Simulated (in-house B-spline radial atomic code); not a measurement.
# Sc III (Sc2+): [Ar] 3d1

Method: scalar-relativistic (X2C) Hartree-Fock, spin-polarised, averaged over the determinants with the given up and down occupations, Fermi nucleus of rms radius 3.5459 fm. Calculated with a B-spline radial code for spherical atoms.

Effective charges: Z_r = [3n² - l(l+1)]/(2<r>) from the radius, Z_e = n√(-2ε) from the energy, and Slater's rules. Values are occupation-weighted means over spin.

```tsv
shell	electrons	ε (eV)	<r> (bohr)	Z_r	Z_e	Slater
1s	2	-4555	0.07272	20.63	18.30	20.70
2s	2	-539.37	0.3405	17.62	12.59	16.85
2p	6	-442.14	0.3061	16.34	11.40	16.85
3s	2	-85.511	1.075	12.56	7.52	9.75
3p	6	-58.006	1.167	10.71	6.19	9.75
3d	1	-24.457	1.552	6.77	4.02	3.00
```

The least bound orbital is 3d up at -24.46 eV, and it is also the most diffuse (<r> = 1.552 bohr).
Radii and densities under X2C are those of the two-component orbitals, without the picture-change correction, which makes inner s shells of heavy atoms about 5 % too small.
